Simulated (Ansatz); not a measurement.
Ge19AsH30⁻ was relaxed with PBE-D4 (def2-SVP) in Ansatz in these states: charge -1 singlet, charge -1 triplet. The geometries follow in no particular order.

Single mean-field runs in def2-SVP are fitted with def2-universal-jkfit.

A:

Cartesian coordinates in Å:
```
Ge -2.844 -2.142 -2.653
Ge 2.312 -3.929 1.506
Ge -1.534 -3.184 1.021
As 1.021 -1.505 -1.302
Ge 1.710 1.819 1.584
Ge -1.587 0.923 -0.504
Ge 0.857 -0.191 2.695
Ge 1.304 2.752 -2.446
Ge -0.930 4.743 0.205
Ge 2.584 -3.346 -0.852
Ge 2.712 1.845 -0.657
Ge -0.946 -2.985 -1.349
Ge -0.773 1.494 -2.802
Ge -3.635 -0.157 -1.446
Ge 0.065 -4.797 1.943
Ge 2.654 -1.875 2.796
Ge -1.357 -1.218 2.469
Ge 0.282 3.757 2.093
Ge -2.717 3.150 -0.342
Ge 0.701 4.979 -1.610
H -3.828 -3.355 -2.765
H -2.330 -1.870 -4.101
H 3.397 -4.978 1.926
H -2.975 -3.770 1.187
H 1.265 -1.596 -2.823
H 2.965 2.035 2.515
H 0.820 0.311 4.185
H 2.249 2.933 -3.686
H -1.377 6.177 0.664
H 2.372 -4.584 -1.778
H 4.047 -2.842 -1.073
H 3.358 0.463 -0.983
H 3.917 2.832 -0.476
H -0.498 -4.425 -1.786
H -0.382 0.279 -3.713
H -1.638 2.419 -3.732
H -4.588 0.605 -2.435
H -4.592 -0.762 -0.357
H -0.094 -6.194 1.264
H -0.110 -5.020 3.479
H 2.882 -2.284 4.287
H 3.990 -1.221 2.319
H -1.573 -1.838 3.900
H -2.499 -0.190 2.262
H -0.722 3.313 3.208
H 1.218 4.818 2.768
H -3.718 3.281 0.860
H -3.487 3.730 -1.581
H 1.964 5.763 -1.116
H 0.090 5.838 -2.765
```

B:

```xyz
50

Ge   -3.938   -1.242   -1.131
Ge    2.096   -3.955    0.466
Ge   -1.783   -3.818    1.084
As   -0.115   -1.386   -1.773
Ge    2.065    0.930   -0.221
Ge   -1.181    1.403    0.195
Ge    0.410   -0.603    1.908
Ge    0.562    3.631   -2.673
Ge    1.125    4.446    1.243
Ge    1.637   -3.114   -1.787
Ge    2.276    1.899   -2.491
Ge   -2.040   -2.796   -1.131
Ge   -1.503    2.491   -2.028
Ge   -3.536    0.606    0.434
Ge    0.139   -5.332    0.982
Ge    2.326   -2.195    2.163
Ge   -1.337   -2.142    2.816
Ge    2.867    2.719    1.283
Ge   -1.038    3.377    1.691
Ge    1.036    5.380   -1.024
H    -5.249   -2.031   -0.806
H    -4.114   -0.683   -2.579
H     3.358   -4.880    0.371
H    -3.086   -4.646    1.348
H    -0.411   -1.605   -3.278
H     3.164   -0.211   -0.216
H     0.654    0.394    3.119
H     0.494    4.272   -4.101
H     1.438    5.618    2.236
H     1.250   -4.315   -2.713
H     2.900   -2.446   -2.418
H     2.010    0.813   -3.583
H     3.696    2.490   -2.798
H    -2.258   -3.937   -2.183
H    -1.823    1.413   -3.116
H    -2.707    3.497   -2.056
H    -4.589    1.718    0.091
H    -3.902    0.091    1.862
H    -0.067   -6.422   -0.120
H     0.315   -6.094    2.335
H     2.391   -2.962    3.533
H     3.730   -1.540    1.970
H    -0.909   -2.954    4.090
H    -2.687   -1.450    3.179
H     3.046    2.216    2.750
H     4.234    3.367    0.868
H    -1.088    2.971    3.199
H    -2.173    4.439    1.486
H     2.384    6.092   -1.374
H    -0.065    6.489   -1.102
```

Task: Judge from the bond lengths which geometry belongs to which state (an estimate).

Result: A is the charge -1 singlet (Ge5–Ge7 2.450 Å, Ge7–Ge17 2.451 Å, Ge7–Ge16 2.465 Å); B is the charge -1 triplet (Ge5–Ge7 3.102 Å, Ge7–Ge17 2.499 Å, Ge7–Ge16 2.504 Å).
